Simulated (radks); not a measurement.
Q: Valence configurations of the cadmium ion Cd2+ (all share [Kr]). All-electron calculation, Dirac Kohn-Sham, PBE, spin-unpolarised, spherical densities, finite nucleus; open shells are shared between the two j in proportion to 2j + 1; Fermi nuclear charge, rms radius 4.6087 fm. Program: a radial shooting solver on a logarithmic mesh with Libxc functionals. Order these by energy: 4d8 5s2; 4d8 5p2; 4d9.5 5s0.5; 4d9 5p1; 4d9 5s1; 4d9.5 5p0.5; 4d10.

A: From the lowest, in eV above it: 4d10 0.000; 4d9.5 5s0.5 4.868; 4d9.5 5p0.5 8.331; 4d9 5s1 10.366; 4d9 5p1 17.576; 4d8 5s2 23.341; 4d8 5p2 38.868. NIST lists [Kr] 4d10 as the ground configuration; this level of theory agrees among the configurations tried. The energies are those of spherical spin-averaged densities, not of single terms.
